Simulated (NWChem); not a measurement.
Species: ZrO₂ cation, doublet; SMILES of the neutral closed-shell parent [O]=[Zr]=[O]

```xyz
3

Zr     0.3364     0.0678     0.0000
O     -0.9978     1.1437     0.0000
O     -0.6841    -1.4826     0.0000
```
Atoms are numbered in this order, from 1.

Computed with NWChem. Spin-unrestricted. All runs use the structure optimised with PBE0/def2-SVP, spin-unrestricted. The spin multiplicity was typed, not searched, and may not be the lowest. No stability test was run on the SCF state. def2 effective core potentials on Zr; no spin-orbit coupling.

For level LDA (Slater exchange, VWN5)/def2-SVP:

```yaml
lowest empty minus highest occupied level, either spin (eV): 1.01
```

Problem. What are these values for level PBE/def2-SVP?

Solution. The lowest empty minus highest occupied level, either spin (eV) is 1.40.
